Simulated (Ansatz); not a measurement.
Cartesian coordinates in Å:
```
O -1.252 -1.276 -1.006
Si -0.044 -0.468 -0.216
Si 0.875 1.268 -1.502
Si -0.976 0.260 1.801
S 1.650 -1.719 0.203
H -1.005 -1.771 -1.790
H 1.883 2.017 -0.707
H -0.202 2.204 -1.923
H 1.530 0.721 -2.723
H -1.262 -0.918 2.666
H -2.235 1.020 1.581
H 0.008 1.137 2.489
H 1.030 -2.474 1.128
```

Total charge 0; spin multiplicity 1.

List the r2SCAN/def2-TZVPP orbital energies in eV (Ansatz). (Best estimate.)

Ansatz gave: Occupied: -2409.21, -1792.00, -1790.93, -1790.92, -516.14, -213.66, -157.73, -157.64, -157.54, -142.32, -141.44, -141.43, -97.21, -97.17, -97.15, -96.29, -96.29, -96.28, -96.28, -96.28, -96.28, -26.67, -19.10, -14.95, -13.86, -13.51, -11.67, -10.10, -9.55, -9.43, -8.98, -8.93, -8.86, -8.78, -7.59, -6.99, -6.57. Lowest empty: -1.29, -0.92, -0.59, 0.11, 0.52, 0.64, 1.00, 1.17.
